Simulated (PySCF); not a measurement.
C: excitation energy

C [He] 2s2 2p2 (3P) → C [He] 2s1 2p3 (5S), as a difference of total energies. All numbers are calculated (PySCF 2.14, no relativity, point nucleus, in aug-cc-pVDZ (4s3p2d, 23 functions)). Correlated levels: valence: 1s2 frozen. The calculations carry no spin-orbit coupling.

```json
{"method": "UHF", "excitation energy (eV)": "2.635"}
{"method": "LDA", "excitation energy (eV)": "4.099"}
{"method": "PBE", "excitation energy (eV)": "4.154"}
{"method": "PBE0", "excitation energy (eV)": "4.056"}
{"method": "r2SCAN", "excitation energy (eV)": "3.648"}
{"method": "wB97M-V", "excitation energy (eV)": "4.509"}
{"method": "revPBE", "excitation energy (eV)": "4.225"}
{"method": "wB97X-V", "excitation energy (eV)": "4.557"}
{"method": "TPSSh", "excitation energy (eV)": "4.406"}
{"method": "MP2 (valence)", "excitation energy (eV)": "3.538"}
{"method": "SCS-MP2 (valence)", "excitation energy (eV)": "3.971"}
```

Q: How much does correlation contribute at MP2 (valence)?

A: 3.538 − (2.635) = 0.903 eV, measured against UHF.

Errors of the correlated levels include the incompleteness of this basis and the frozen core.

For comparison: 4.179 eV (measured; NIST levels, between the centres of gravity of the two terms).
